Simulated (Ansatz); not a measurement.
Ga₄H₄Se₄⁺, that is (HGaSe)4 cubane with one electron fewer, relaxed as a doublet with UKS PBE-D4/def2-SVP in Ansatz, starting from the PBE-D4/def2-SVP geometry of the neutral singlet. Force threshold 0.03 eV/Å.

Start:

Cartesian coordinates in Å:
```
Ga -0.982 -1.707 0.227
H -1.760 -3.057 0.406
Se 1.375 -1.552 1.060
Ga 1.618 -0.310 -1.102
H 2.899 -0.555 -1.973
Se -0.628 -0.818 -2.088
Ga -1.171 1.321 -0.902
H -2.097 2.365 -1.616
Se -1.901 0.365 1.295
Ga 0.535 0.696 1.777
H 0.958 1.247 3.183
Se 1.154 2.005 -0.267
```

```tsv
step	energy (eV)	largest force component (eV/Å)	SCF passes
1	-470848.8756	0.507	58
2	-470848.9518	0.239	28
3	-470848.9977	0.069	25
4	-470849.0032	0.037	25
5	-470849.0041	0.013	26
6	-470849.0044	0.009	27
7	-470849.0045	0.020	25
8	-470849.0050	0.040	25
9	-470849.0070	0.081	24
10	-470849.0214	0.147	32
11	-470849.0458	0.196	36
12	-470849.0751	0.122	30
13	-470849.0963	0.252	30
14	-470849.1123	0.286	29
15	-470849.1274	0.136	27
16	-470849.1346	0.087	26
17	-470849.1352	0.088	22
18	-470849.1362	0.069	23
19	-470849.1370	0.016	24
```

Force components are those of the run's own axes.

End:

```xyz
12

Ga   -1.240   -1.705    0.393
H    -2.003   -3.049    0.566
Se    1.267   -1.583    0.814
Ga    1.800   -0.072   -1.163
H     3.066   -0.325   -2.028
Se   -0.470   -0.948   -1.912
Ga   -1.150    1.290   -0.892
H    -2.078    2.158   -1.798
Se   -1.932    0.457    1.337
Ga    0.530    0.675    1.745
H     1.084    1.002    3.166
Se    1.126    2.099   -0.229
```

By distances, no bond broke or formed. The bond that changes most is Ga4–Se12, from 2.51 to 2.46 Å (atoms count from 1).

The force fell under the threshold at step 5, but the optimiser went on and released 0.133 eV more. No frequencies were taken in this run, so the end may be a saddle point.

It took 81 s on 2 threads of AMD EPYC 7R13 on a shared host and a share (18 GiB) of an NVIDIA H100 80GB HBM3, peak host memory 0.94 GiB.
